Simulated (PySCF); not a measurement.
C2H6F2OSi, SMILES OC[Si@H](F)CF.

The structure is a stationary point at TPSSh-D3(BJ)/def2-SVP. The structure was generated by enumeration; whether it is a known compound was not checked. The values are those of a single conformer.

Vertical ionisation energy (IE) and electron affinity (EA) in eV. Rows of orbital energies are one-electron estimates. Where ΔSCF, EOM or ADC give a negative EA the extra electron is unbound and the value depends on the basis.

```csv
level,IE,EA
"−ε(HOMO), −ε(LUMO), CAM-B3LYP/def2-TZVP (PySCF)",9.14,-1.02
"−ε(HOMO), −ε(LUMO), PBE/def2-TZVP (PySCF)",6.12,0.96
```
